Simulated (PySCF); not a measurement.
# Working out the ionisation energy of Nb²⁺

Nb²⁺ [Kr] 4d3 (4F) → Nb³⁺ [Kr] 4d2 (3F). Computed with PySCF 2.14 in aug-cc-pVTZ-PP with ECP28MDF (6s6p5d3f2g, 88 functions), with scalar relativity through the core potential. Frozen: 4s2 4p6. Energies in hartree (1 hartree = 27.21139 eV):

| part | Nb²⁺ (lower) | Nb³⁺ (upper) |
| --- | --- | --- |
| UHF | -55.449697 | -54.559236 |
| CCSD correlation | -0.018351 | -0.004553 |
| (T) | -0.000092 | 0.000000 |

What does Hartree-Fock give?

(-54.559236) − (-55.449697) = 0.890461 hartree = 24.231 eV.

What do CCSD and CCSD(T) give?

The CCSD correlation energies differ by 0.013798 hartree = 0.375 eV and the triples by 0.000092 hartree = 0.003 eV, so CCSD gives 24.606 eV and CCSD(T) 24.609 eV.

Reference: 25.04 eV (semi-empirical (NIST evaluation); NIST Atomic Spectra Database, ionization energies), between the lowest levels; spin-orbit coupling is absent from the calculation.

What remains against the reference includes basis incompleteness, the frozen core and higher excitations.
